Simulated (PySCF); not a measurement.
PySCF input for C2H6BF2N, SMILES CNB(F)CF, TPSSh-D3(BJ)/def2-SVP. Coordinates come from a TPSSh-D3(BJ)/def2-SVP optimisation. This is a generated structure with no PubChem entry under its InChIKey; it may be hypothetical. One conformer was computed; it need not be the lowest.

```python
import numpy as np
from pyscf import gto, scf, dft, df
from pyscf.hessian import thermo

mol = gto.M(
    atom='''
    C    -0.71326781   -2.22783972   -0.00000000
    N    -0.65193821   -0.77934750   -0.00000000
    B     0.48542350    0.02538216    0.00000000
    F     1.72209188   -0.51844446    0.00000000
    C     0.34348415    1.60695647    0.00000000
    F    -1.00965518    1.97171904    0.00000000
    H     0.30830447   -2.63087983   -0.00000000
    H    -1.23546779   -2.61194626    0.89290838
    H    -1.23546779   -2.61194626   -0.89290838
    H    -1.54404601   -0.28963509   -0.00000000
    H     0.82494935    2.05937866   -0.88701805
    H     0.82494935    2.05937866    0.88701804
    ''',
    basis='def2-SVP',
    charge=0,
    spin=0,
    max_memory=1600,
    verbose=3,
)
mf = dft.RKS(mol, xc='tpssh').density_fit(auxbasis='def2-universal-jkfit')
mf.disp = 'd3bj'
mf.grids.level = 4
mf.conv_tol = 1e-11
mf.max_cycle = 100
mf.kernel()

# [left out here: the lines that compute and print the analytic Hessian (its translational invariance restored by hand, since the grid's response is missing), thermochemistry and intensities]
```

Log of the run:

```
converged SCF energy = -358.9561076883

WARN: MGGA Hessian is sensitive to dft grids. grids.level 4 may not be dense enough.


WARN: DFTD3 does not support analytical Hessian, using finite difference


WARN: Mole.unit (angstrom) is changed to Bohr

Mode                                 0                   1                   2
Irrep
Freq [cm^-1]                      105.6920            144.0306            153.2901
Reduced mass [au]                   2.9227              4.6957              1.0810
Force const [Dyne/A]                0.0192              0.0574              0.0150
Char temp [K]                     152.0672            207.2279            220.5504
Normal mode                   x     y     z       x     y     z       x     y     z
       0   C                -0.00  0.00 -0.01    0.12 -0.07 -0.00   -0.00  0.00 -0.01
       1   N                 0.00  0.00  0.09   -0.04 -0.06  0.00    0.00  0.00 -0.04
       2   B                 0.00  0.00  0.04   -0.08 -0.01  0.00    0.00  0.00  0.00
       3   F                 0.00 -0.00 -0.08   -0.07 -0.01  0.00    0.00  0.00  0.05
       4   C                 0.00  0.00  0.13    0.00 -0.00  0.00   -0.00  0.00 -0.02
       5   F                -0.00 -0.00 -0.12    0.04  0.13 -0.00   -0.00 -0.00  0.01
       6   H                -0.00 -0.00 -0.15    0.17  0.05 -0.00   -0.00 -0.00 -0.56
       7   H                 0.10 -0.07  0.02    0.16 -0.13  0.00    0.48 -0.02  0.27
       8   H                -0.10  0.07  0.02    0.16 -0.13 -0.00   -0.48  0.02  0.27
       9   H                 0.00  0.00  0.15   -0.09 -0.15  0.00    0.00  0.00  0.00
      10   H                 0.18  0.07  0.27    0.05 -0.05  0.00   -0.02 -0.02 -0.04
      11   H                -0.18 -0.07  0.27    0.05 -0.05 -0.00    0.02  0.02 -0.04
Mode                                 3                   4                   5
Irrep
Freq [cm^-1]                      166.4364            241.7248            407.9815
[...]
Reduced mass [au]                   1.8458              2.3581              1.3071
Force const [Dyne/A]                1.2763              1.7225              1.0129
Char temp [K]                    1558.6442           1602.0367           1650.0640
Normal mode                   x     y     z       x     y     z       x     y     z
       0   C                -0.07 -0.12  0.00   -0.06  0.10  0.00    0.00  0.00  0.12
       1   N                 0.03  0.09 -0.00    0.05 -0.11 -0.00   -0.00  0.00 -0.07
       2   B                 0.07  0.05  0.00    0.00 -0.11 -0.00   -0.00  0.00 -0.00
       3   F                -0.04  0.01 -0.00   -0.03  0.02  0.00    0.00 -0.00 -0.00
       4   C                -0.00 -0.04  0.00   -0.03  0.05  0.00    0.00  0.00  0.01
       5   F                -0.01  0.01 -0.00    0.04 -0.01  0.00   -0.00 -0.00 -0.00
       6   H                 0.08  0.23 -0.00    0.07  0.42 -0.00   -0.00 -0.00 -0.27
       7   H                 0.14 -0.30  0.04    0.13 -0.08  0.04   -0.11 -0.54 -0.17
       8   H                 0.14 -0.30 -0.04    0.13 -0.08 -0.04    0.11  0.54 -0.17
       9   H                 0.20  0.42  0.00    0.20  0.17  0.00   -0.00 -0.00  0.03
      10   H                 0.01 -0.06 -0.00   -0.10  0.16  0.02   -0.04 -0.00 -0.01
      11   H                 0.01 -0.06  0.00   -0.10  0.16 -0.02    0.04  0.00 -0.01
Mode                                15                  16                  17
Irrep
Freq [cm^-1]                     1222.3088           1233.5154           1339.5397
Reduced mass [au]                   1.9400              1.0917              1.5531
Force const [Dyne/A]                1.7077              0.9787              1.6420
Char temp [K]                    1758.6302           1774.7540           1927.2993
Normal mode                   x     y     z       x     y     z       x     y     z
       0   C                 0.07 -0.05  0.00    0.00 -0.00 -0.01   -0.05  0.03 -0.00
       1   N                -0.03  0.07  0.00   -0.00  0.00  0.00   -0.00  0.01  0.00
       2   B                 0.04 -0.16 -0.00    0.00 -0.00  0.03    0.12  0.04 -0.00
       3   F                -0.05  0.03  0.00   -0.00  0.00 -0.00   -0.03  0.01  0.00
       4   C                -0.00 -0.01 -0.00    0.00  0.00  0.06    0.04 -0.11  0.00
       5   F                 0.03  0.01  0.00    0.00  0.00 -0.04   -0.00  0.02 -0.00
       6   H                -0.04 -0.33 -0.00   -0.00 -0.00  0.02   -0.03  0.06  0.00
       7   H                -0.11  0.11 -0.04    0.01  0.03  0.01    0.08 -0.12  0.02
       8   H                -0.11  0.11  0.04   -0.01 -0.03  0.01    0.08 -0.12 -0.02
       9   H                 0.08  0.28 -0.00    0.00  0.00  0.01   -0.27 -0.50  0.00
      10   H                -0.20  0.27  0.04   -0.58  0.34 -0.06   -0.19  0.28  0.08
      11   H                -0.20  0.27 -0.04    0.58 -0.34 -0.06   -0.19  0.28 -0.08
Mode                                18                  19                  20
Irrep
Freq [cm^-1]                     1411.8808           1462.0753           1467.9106
Reduced mass [au]                   2.0677              1.2595              1.1297
Force const [Dyne/A]                2.4285              1.5864              1.4342
Char temp [K]                    2031.3821           2103.6008           2111.9966
Normal mode                   x     y     z       x     y     z       x     y     z
       0   C                -0.00 -0.05  0.00   -0.01 -0.10  0.00    0.01  0.04  0.00
       1   N                 0.02 -0.02 -0.00    0.01  0.02  0.00   -0.01 -0.02  0.00
       2   B                -0.15  0.09 -0.00    0.05 -0.05  0.00   -0.04  0.03 -0.00
       3   F                 0.05 -0.02  0.00   -0.02  0.01 -0.00    0.01 -0.01 -0.00
       4   C                 0.05 -0.10  0.00   -0.04  0.02 -0.00   -0.05 -0.05 -0.00
       5   F                 0.01  0.01 -0.00   -0.01 -0.00  0.00   -0.01 -0.00  0.00
       6   H                 0.11  0.24 -0.00    0.18  0.42 -0.00   -0.08 -0.19 -0.00
       7   H                -0.06  0.19  0.06   -0.07  0.36  0.15    0.00 -0.16 -0.09
       8   H                -0.06  0.19 -0.06   -0.07  0.36 -0.15    0.00 -0.16  0.09
       9   H                 0.13  0.18 -0.00   -0.10 -0.19  0.00    0.08  0.15 -0.00
      10   H                -0.23  0.24  0.03    0.27  0.05  0.17    0.39  0.28  0.38
      11   H                -0.23  0.24 -0.03    0.27  0.05 -0.17    0.39  0.28 -0.38
Mode                                21                  22                  23
Irrep
Freq [cm^-1]                     1491.9251           1495.4876           1591.8072
Reduced mass [au]                   1.0412              1.1253              3.0945
Force const [Dyne/A]                1.3654              1.4828              4.6198
Char temp [K]                    2146.5480           2151.6738           2290.2562
Normal mode                   x     y     z       x     y     z       x     y     z
       0   C                -0.00 -0.00 -0.05   -0.06 -0.01  0.00   -0.02 -0.01 -0.00
       1   N                 0.00  0.00 -0.01    0.02  0.03  0.00    0.11  0.12 -0.00
       2   B                -0.00 -0.00 -0.00   -0.06 -0.03 -0.00   -0.14 -0.10 -0.00
       3   F                 0.00 -0.00 -0.00    0.01 -0.00  0.00    0.02 -0.00 -0.00
       4   C                -0.00 -0.00  0.00   -0.00  0.01 -0.00    0.00  0.02  0.00
       5   F                 0.00 -0.00  0.00    0.00 -0.00  0.00    0.00 -0.00 -0.00
       6   H                -0.00 -0.00  0.70   -0.17 -0.33 -0.00    0.02  0.12  0.00
       7   H                 0.36 -0.32  0.05    0.48  0.13  0.35   -0.08 -0.21 -0.12
       8   H                -0.36  0.32  0.05    0.48  0.13 -0.35   -0.08 -0.21  0.12
       9   H                 0.00  0.00  0.00   -0.02 -0.04 -0.00   -0.11 -0.32 -0.00
      10   H                 0.00 -0.00 -0.00    0.02  0.02  0.02    0.01  0.02  0.00
      11   H                -0.00  0.00 -0.00    0.02  0.02 -0.02    0.01  0.02 -0.00
Mode                                24                  25                  26
Irrep
Freq [cm^-1]                     3017.3425           3019.0560           3062.9881
Reduced mass [au]                   1.0376              1.0577              1.1047
Force const [Dyne/A]                5.5658              5.6801              6.1062
Char temp [K]                    4341.2841           4343.7493           4406.9579
Normal mode                   x     y     z       x     y     z       x     y     z
       0   C                 0.02  0.04 -0.00    0.00  0.01 -0.00   -0.00  0.00 -0.00
       1   N                 0.00  0.00  0.00    0.00  0.00 -0.00    0.00 -0.00 -0.00
       2   B                -0.00 -0.00 -0.00   -0.00  0.00  0.00    0.00 -0.00 -0.00
       3   F                 0.00 -0.00 -0.00    0.00 -0.00  0.00   -0.00 -0.00  0.00
       4   C                 0.01  0.01 -0.00   -0.04 -0.05  0.00   -0.00 -0.00 -0.09
       5   F                 0.00 -0.00  0.00   -0.00  0.00 -0.00    0.00  0.00  0.00
       6   H                 0.32 -0.12 -0.00    0.06 -0.02  0.00    0.00 -0.00 -0.00
       7   H                -0.30 -0.20  0.52   -0.06 -0.04  0.11   -0.00 -0.00  0.00
       8   H                -0.30 -0.20 -0.52   -0.06 -0.04 -0.11    0.00  0.00  0.00
       9   H                -0.00  0.00  0.00    0.00  0.00 -0.00   -0.00  0.00 -0.00
      10   H                -0.06 -0.05  0.11    0.28  0.27 -0.55   -0.28 -0.29  0.53
      11   H                -0.06 -0.05 -0.11    0.28  0.27  0.55    0.28  0.29  0.53
Mode                                27                  28                  29
Irrep
Freq [cm^-1]                     3081.3227           3147.2841           3576.5928
Reduced mass [au]                   1.1058              1.1011              1.0758
Force const [Dyne/A]                6.1857              6.4261              8.1079
Char temp [K]                    4433.3374           4528.2411           5145.9207
Normal mode                   x     y     z       x     y     z       x     y     z
       0   C                 0.00 -0.00 -0.09    0.09 -0.01  0.00    0.00  0.00 -0.00
       1   N                 0.00  0.00  0.00   -0.00  0.00  0.00    0.06 -0.03 -0.00
       2   B                -0.00  0.00 -0.00    0.00 -0.00  0.00   -0.00 -0.00  0.00
       3   F                 0.00 -0.00  0.00   -0.00  0.00 -0.00   -0.00  0.00  0.00
       4   C                 0.00 -0.00  0.00    0.00  0.00 -0.00   -0.00  0.00  0.00
       5   F                -0.00  0.00 -0.00   -0.00  0.00  0.00    0.00 -0.00  0.00
       6   H                -0.00  0.00 -0.02   -0.83  0.32  0.00   -0.01  0.01  0.00
       7   H                -0.33 -0.22  0.54   -0.10 -0.08  0.19   -0.00 -0.00  0.00
       8   H                 0.33  0.22  0.54   -0.10 -0.08 -0.19   -0.00 -0.00 -0.00
       9   H                 0.00 -0.00  0.00    0.01 -0.00  0.00   -0.85  0.44  0.00
      10   H                 0.00  0.00 -0.00   -0.00 -0.00  0.00    0.00  0.00 -0.00
      11   H                -0.00 -0.00 -0.00   -0.00 -0.00 -0.00    0.00  0.00  0.00
temperature 298.1500 [K]
pressure 101325.00 [Pa]
Rotational constants [GHz] 5.03536 2.38661 1.65300
Symmetry number 1
Zero-point energy (ZPE) 0.09242 [Eh]   242660.021 [J/mol]
                           tot       elec      trans        rot        vib
Entropy [J/mol/K]       347.458      0.000    165.259    113.736     68.463
Cv [J/mol/K]             98.397      0.000     12.472     12.472     73.454
Cp [J/mol/K]            106.712      0.000     20.786     12.472     73.454
Internal energy [J/mol]                      3718.434   3718.434 253978.276
Internal energy [Eh]   -358.85654  -358.95611
Enthalpy [J/mol]                             6197.391   3718.434 253978.276
Enthalpy [Eh]          -358.85560
Gibbs free energy [J/mol]                  -43074.701 -30192.081 233566.143
Gibbs free energy [Eh] -358.89505
mode   freq/cm-1   IR/(km/mol)
   1      105.69         6.696
   2      144.03         3.280
   3      153.29         0.076
   4      166.44         4.657
   5      241.72        10.931
   6      407.98         0.370
   7      466.42        10.934
   8      556.05         5.067
   9      677.09        59.262
  10      754.61         0.616
  11      889.48        17.222
  12     1042.10        88.961
  13     1083.31        30.888
  14     1113.47         6.499
  15     1146.85         1.337
  16     1222.31        75.233
  17     1233.52         2.507
  18     1339.54        53.968
  19     1411.88        65.394
  20     1462.08        25.398
  21     1467.91        37.808
  22     1491.93         4.631
  23     1495.49        26.305
  24     1591.81       272.947
  25     3017.34        78.065
  26     3019.06        16.267
  27     3062.99        28.838
  28     3081.32        34.155
  29     3147.28        10.228
  30     3576.59        33.918
max |gradient| / (hartree/bohr): 3.611013456143958e-05
APT charges: [ 0.3884 -0.7323  1.054  -0.5651  0.3074 -0.4744  0.0083 -0.0565 -0.0565
  0.1947 -0.0338 -0.0338]
```

The run converged.

Cost: around 8 core-minutes (rough).
